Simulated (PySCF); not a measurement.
SMILES Cl[Si](Cl)(Cl)CCBr (GFN2-xTB optimised geometry):

```
11

Cl     2.253    -0.082    -1.864
Si     1.500    -0.141     0.000
Cl     2.090    -1.853     0.909
Cl     2.154     1.438     1.077
C     -0.422    -0.141     0.000
C     -1.068     1.234     0.000
Br    -0.683     2.225    -1.640
H     -0.787    -0.705    -0.862
H     -0.783    -0.666     0.888
H     -0.701     1.853     0.817
H     -2.154     1.160     0.053
```

Calculation: CAM-B3LYP/def2-TZVP (PySCF 2.14.0).

What are the frontier orbital energies and the dipole moment?

HOMO-2 -10.57 eV, HOMO-1 -9.46 eV, HOMO -9.40 eV, LUMO 0.87 eV, LUMO+1 1.34 eV; dipole moment 2.28 D.

Meta-Löwdin charges at CAM-B3LYP/def2-TZVP: Cl1 -0.25, Si2 0.99, Cl3 -0.28, Cl4 -0.27, C5 -0.45, C6 -0.17, Br7 -0.11, H8 0.14, H9 0.14, H10 0.13, H11 0.14.
